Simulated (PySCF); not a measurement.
SnN: frontier orbitals

B3LYP at R = 1.961 Å; PySCF, spin-free X2C with a Gaussian nucleus, basis sets Sn x2c-TZVPPall, N x2c-TZVPPall. State: ²Π (doublet), unpaired electrons π ↑. Only the outer orbitals are listed, counted within each symmetry.

```json
{"spin": "α", "orbital": "11σ", "occ.": "1", "ε (eV)": "-19.95", "on Sn (%)": "16", "main shells (%)": "82 N s, 9 Sn s"}
{"spin": "α", "orbital": "12σ", "occ.": "1", "ε (eV)": "-11.35", "on Sn (%)": "79", "main shells (%)": "77 Sn s, 12 N p, 9 N s"}
{"spin": "α", "orbital": "6π", "occ.": "1", "ε (eV)": "-7.99", "on Sn (%)": "18", "main shells (%)": "82 N p, 15 Sn p"}
{"spin": "α", "orbital": "6π", "occ.": "1", "ε (eV)": "-7.03", "on Sn (%)": "23", "main shells (%)": "77 N p, 21 Sn p"}
{"spin": "α", "orbital": "13σ", "occ.": "1", "ε (eV)": "-6.81", "on Sn (%)": "38", "main shells (%)": "60 N p, 25 Sn p, 13 Sn s"}
{"spin": "α", "orbital": "7π", "occ.": "0", "ε (eV)": "-2.80", "on Sn (%)": "88", "main shells (%)": "85 Sn p, 12 N p"}
{"spin": "α", "orbital": "7π", "occ.": "0", "ε (eV)": "-2.34", "on Sn (%)": "83", "main shells (%)": "80 Sn p, 17 N p"}
{"spin": "β", "orbital": "11σ", "occ.": "1", "ε (eV)": "-18.26", "on Sn (%)": "21", "main shells (%)": "77 N s, 13 Sn s"}
{"spin": "β", "orbital": "12σ", "occ.": "1", "ε (eV)": "-11.13", "on Sn (%)": "79", "main shells (%)": "75 Sn s, 13 N s, 8 N p"}
{"spin": "β", "orbital": "13σ", "occ.": "1", "ε (eV)": "-6.38", "on Sn (%)": "37", "main shells (%)": "60 N p, 26 Sn p, 9 Sn s"}
{"spin": "β", "orbital": "6π", "occ.": "1", "ε (eV)": "-6.14", "on Sn (%)": "45", "main shells (%)": "54 N p, 43 Sn p"}
{"spin": "β", "orbital": "6π", "occ.": "0", "ε (eV)": "-4.29", "on Sn (%)": "67", "main shells (%)": "66 Sn p, 33 N p"}
{"spin": "β", "orbital": "7π", "occ.": "0", "ε (eV)": "-2.09", "on Sn (%)": "63", "main shells (%)": "57 Sn p, 38 N p"}
{"spin": "β", "orbital": "7π", "occ.": "0", "ε (eV)": "-1.38", "on Sn (%)": "42", "main shells (%)": "58 N p, 34 Sn p"}
```

**Question.** Which are the highest filled and the lowest empty level, where do they sit, and how wide is the gap?

**Answer.** Highest filled β 6π at -6.14 eV (in %: 54 N p, 43 Sn p); lowest empty β 6π at -4.29 eV (in %: 66 Sn p, 33 N p); the gap at B3LYP is 1.85 eV. Both belong to one degenerate shell, split only by its one-sided filling, so this is no excitation gap.

```json
{
 "bond order (Mayer)": "1.92",
 "⟨S²⟩": "0.812",
 "charge on Sn (Mulliken, basis-dependent)": "0.49",
 "charge on Sn (Löwdin, basis-dependent)": "0.46",
 "dipole moment (positive dipole means Sn(−)N(+))": "-3.60 D",
 "polarisability along the bond": "61.9 bohr³",
 "polarisability across the bond": "51.1 bohr³"
}
```

Spin–orbit coupling is left out. The state was picked by a PBE0 search and need not be the measured ground state.
